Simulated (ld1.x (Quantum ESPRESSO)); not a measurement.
BLYP RRKJ dataset for hydrogen (H), scalar-relativistic all-electron reference.

* Element: H
* Generator: ld1.x (Quantum ESPRESSO) 7.5
* Type: norm-conserving RRKJ (Kleinman–Bylander form)
* Functional: BLYP
* Relativity: scalar-relativistic
* Frozen core: none
* Valence charge: 1
* Reference configuration: 1s1
* Partial waves: 2p channel at 0.25 Ry: rc 0.90 bohr; 1s (bound): rc 0.85 bohr
* Local potential: the s channel
* Core correction: none

* Cutoffs needed: 30 Ry and 60 Ry (the cutoffs (Ry, on a coarse ladder) from which the occupation-weighted sum of valence levels, in a spherical-Bessel basis at the reference potential, stays within 10 and 1 mRy of its value at 400 Ry)
* Ghost test: no extra level below or beside the all-electron valence levels (p, s, d, f tested) (spherical-Bessel basis up to 400 Ry, 20 bohr box)
